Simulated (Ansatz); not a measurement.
One geometry of HfTe₂, several levels of theory.

```yaml
crystal:
  periodic: [false, false, false]
  atoms:
    - {symbol: Hf, position_ang: [-0.960542, -1.269345, 0.082776]}
    - {symbol: Te, position_ang: [-0.613280, 1.468053, 0.046529]}
    - {symbol: Te, position_ang: [1.573822, -0.198708, -0.129315]}
basis:
  gaussian: {orbitals: def2-TZVP, initial_orbitals: start.molden}
hamiltonian: {xc: r2scan, dispersion: d4}
scf: {omitted_lower_state_checks: [starts]}
output: {orbitals: {seedname: orbitals}}
```

The file start.molden holds the orbitals of an earlier run on this structure, at another level or in another basis.

```sh
$ ansatz run in.yaml --threads 4 --pin off --events-out ev --progress --plain --max-ram 3916MiB
```

Shortened log:

```
Functional definition: r2SCAN
1117 factors; their error is unknown
mean field evaluation 1: about -15899.6336 eV, gradient 5.9e0 eV
mean field evaluation 2: about -15899.6930 eV, gradient 1.1e-1 eV
mean field evaluation 4: about -15899.4350 eV, gradient 2.1e-3 eV
mean field evaluation 8: about -15899.4350 eV, gradient 1.4e-5 eV
mean field -15899.43503768 eV, -584.2934606105 hartree, gradient 1.4e-5 eV, S^2 0.000000; 0 other end points of the search recorded, 0 dependent functions left out
reference -15899.43504767 eV, -584.2934609776 hartree; 30, 30 occupied and 110, 110 virtual orbitals, 1117 factors
Total energy: -15899.46056273 eV, -584.2943986387 hartree
Checks for a lower state left out: starts
```

It took 2.8 s on 4 threads of Arm Neoverse V2 on a shared host.

As the first input, with `hamiltonian: {xc: lda}` (abridged; 0.7 s):

```
Functional definition: SPW92
mean field -15869.68585416 eV, -583.2001982811 hartree, gradient 1.3e-5 eV, S^2 0.000000
Total energy: -15869.68588416 eV, -583.2001993836 hartree
Checks for a lower state left out: starts
```

As the first input, with `hamiltonian: {xc: pbe, dispersion: d4}`, `output: {forces: true, orbitals: {seedname: orbitals}}` (abridged; 1.4 s):

```
Functional definition: PBE
mean field -15893.74867667 eV, -584.0844906978 hartree, gradient 1.9e-5 eV, S^2 0.000000
Total energy: -15893.90927587 eV, -584.0903926097 hartree
Atom 0 force     0.062882     0.083852    -0.005421 eV/Å
Atom 1 force     0.083873    -0.130303    -0.006559 eV/Å
Atom 2 force    -0.146755     0.046450     0.011981 eV/Å
Dipole moment:    -0.234763    -0.310217     0.020232 e Å
Checks for a lower state left out: starts
```

The first input with `hamiltonian: {xc: {text: "exchange = 0.50*pbe_x + 0.50*exact_x\ncorrelation = pbe_c"}}` (abridged; 2.3 s):

```
Functional definition: unnamed
mean field -15893.55150042 eV, -584.0772446042 hartree, gradient 2.4e-5 eV, S^2 0.000000
Total energy: -15893.55151632 eV, -584.0772451887 hartree
Checks for a lower state left out: starts
```

First input, but with `gaussian: {orbitals: def2-TZVPD, initial_orbitals: start.molden}`, `hamiltonian: {xc: pbe, dispersion: d4}` (abridged; 1.6 s):

```
Functional definition: PBE
mean field -15893.76541048 eV, -584.0851056539 hartree, gradient 3.1e-5 eV, S^2 0.000000
Total energy: -15893.92601619 eV, -584.0910078050 hartree
Checks for a lower state left out: starts
```

As the first input, with `correlation: {method: mp2}` and without the key `hamiltonian` (abridged; 1.9 s):

```
Functional definition: HF
mean field -15822.96883273 eV, -581.4833794092 hartree, gradient 4.1e-6 eV, S^2 0.000000; unrestricted orbitals would lower it
mean field evaluation 16: about -15823.4703 eV, gradient 1.2e0 eV
8 core orbitals not correlated: weight in the atoms' cores, before any rotation towards them, 1.000 or more for the frozen orbitals, at most 0.000 for the correlated occupied ones
second order -32.50913148 eV of doubles, -0.00000000 eV of singles
Total energy: -15855.47796421 eV, -582.6780679557 hartree
Checks for a lower state left out: starts
```

As the first input, with `hamiltonian: {xc: {name: LC-wPBE}}` (abridged; 2.6 s):

```
Functional definition: LC-wPBE
mean field -15894.62609859 eV, -584.1167353587 hartree, gradient 2.2e-5 eV, S^2 0.000000
Total energy: -15894.62609860 eV, -584.1167353589 hartree
Checks for a lower state left out: starts
```

Geometry: B3LYP-D4/def2-TZVP.

In the def2 sets Hf, Te take a core potential; there is no spin–orbit coupling. LC-ωPBE has ω = 0.4 bohr⁻¹. Correlated methods freeze 8 core orbitals; core or outer-core shells of Hf, Te are correlated, in sets that lack core-valence functions. At r2SCAN-D4/def2-TZVP, PBE-D4/def2-TZVP, MP2/def2-TZVP the restricted singlet (for correlated methods, its reference) is unstable: a solution with broken spin symmetry lies lower. The restricted singlet is unstable towards broken spin symmetry at other levels; at LDA (SPW92)/def2-TZVP, PBE with 50 % exact exchange/def2-TZVP, PBE-D4/def2-TZVPD, LC-ωPBE/def2-TZVP this wasn't settled. The geometry of the singlet was relaxed on an unsound state (restricted singlet, unstable towards broken spin symmetry at other levels and untested here). The structure comes from a short search, and lower isomers may exist.
